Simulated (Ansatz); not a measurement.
Molecule: sum formula GeSiH4, net charge -1, doublet state. 
Geometry from a B3LYP-D3(BJ)/def2-TZVP (Ansatz, a first-principles code) optimisation:
```
Si
H 1 1.5216
H 1 1.5216 2 98.49
Ge 1 2.4183 2 105.78 3 -109.14
H 4 1.5965 1 103.00 2 -178.22
H 4 1.5965 5 96.83 1 -105.08
```
Charge -1, spin multiplicity 2.

Basis-set convergence of Hartree-Fock and CCSD correlation energies (hartree) with Ansatz. Correlated levels leave the core frozen unless marked. UHF or UKS for open shells. Spin-orbit coupling is left out. Frozen are the shells of the preceding noble gas and the d and f shells that filled before the atom's block. Non-relativistic.

```csv
basis,functions,E(HF),"E(corr, CCSD)"
def2-SVPD,94,-2366.23841,-0.25456
def2-TZVPPD,170,[?],[?]
```

Question: Fill in the missing entries.

Answer: 
- def2-TZVPPD, E(HF): -2366.60342
- def2-TZVPPD, E(corr, CCSD): -0.29134
